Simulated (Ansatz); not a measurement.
A nudged elastic band was laid between two geometries of CH8AlNSi2 (13 atoms, charge 0, multiplicity 1).

These are results of RKS CAM-B3LYP/STO-3G (Ansatz), not measurements.

| Property | Result |
| --- | --- |
| movable images | 5 |
| climbing image | yes |
| spring | 5.0 eV/Å² |
| optimiser | quadratic models (default) |
| start path | through a guess of the saddle point |
| force threshold | 0.05 eV/Å |
| iteration limit | 60 |
| end points | relaxed |

Image 0:

```xyz
13
Properties=species:S:1:pos:R:3
Si -2.243 0.160 0.176
Si -0.241 1.177 -0.052
N 1.072 0.075 -0.365
C 1.499 -1.093 0.543
Al 2.406 -0.725 -1.022
H -2.303 -0.669 1.351
H -3.299 1.133 0.286
H -2.550 -0.674 -0.956
H -0.293 2.112 -1.149
H 0.016 1.948 1.144
H 0.742 -1.888 0.654
H 1.838 -0.794 1.548
H 3.376 -0.796 -2.143
```

Image 6:

```xyz
13
Properties=species:S:1:pos:R:3
Si -2.235 0.185 0.226
Si -0.208 1.176 0.147
N 1.071 0.109 -0.359
C 1.468 -1.207 0.336
Al 2.378 -0.608 -1.153
H -3.261 1.151 0.519
H -2.578 -0.434 -1.027
H -2.302 -0.831 1.242
H -0.245 2.281 -0.780
H 0.080 1.734 1.450
H 0.689 -1.987 0.320
H 1.822 -1.090 1.374
H 3.340 -0.514 -2.280
```

(1) What changes between the two ends?

(2) Give the energies along the band, and the barrier.

(3) What is the geometry of the highest image?

Answers

(1) No bond is made or broken. The dihedral H8–Si1–Si2–N3 goes from -54 to 66°. The two ends are copies of one structure, up to a mirror image or an exchange of like atoms.

(2) The run converged. The highest image is number 3 of 0 to 6, 0.021 eV above the ends, which have the same energy within 2 meV. A vibrational analysis at the climbing image gives one clearly imaginary mode, 72i cm⁻¹: a first-order saddle point. Limits of this set-up: minimal basis.

```csv
image,path coordinate (Å),energy (eV),dihedral H8–Si1–Si2–N3 (°)
0,0.00,0.000,-54
1,0.73,0.005,-37
2,1.47,0.016,-17
3,2.20,0.021,3
4,2.98,0.016,24
5,3.76,0.005,45
6,4.55,0.000,66
```

(3) 
```xyz
13
Properties=species:S:1:pos:R:3:forces:R:3
Si -2.239 0.205 0.188 0.00 0.00 -0.02
Si -0.203 1.184 0.116 0.00 0.00 0.02
N 1.075 0.094 -0.347 0.00 0.00 0.00
C 1.460 -1.200 0.393 0.01 0.00 0.00
Al 2.383 -0.655 -1.110 -0.01 0.00 0.00
H -2.862 0.354 1.477 0.01 0.00 0.00
H -3.131 0.781 -0.784 0.00 0.00 0.00
H -2.164 -1.205 -0.091 0.00 0.00 0.00
H -0.210 2.272 -0.832 0.00 0.00 0.00
H 0.075 1.763 1.412 0.01 0.00 0.00
H 0.677 -1.976 0.397 0.00 0.00 0.00
H 1.808 -1.051 1.428 0.00 0.00 0.00
H 3.352 -0.602 -2.233 0.00 0.00 0.00
```

Run time: 6.6 min on 1 thread of Arm Neoverse V1, with other jobs on the host, peak memory 0.14 GiB.
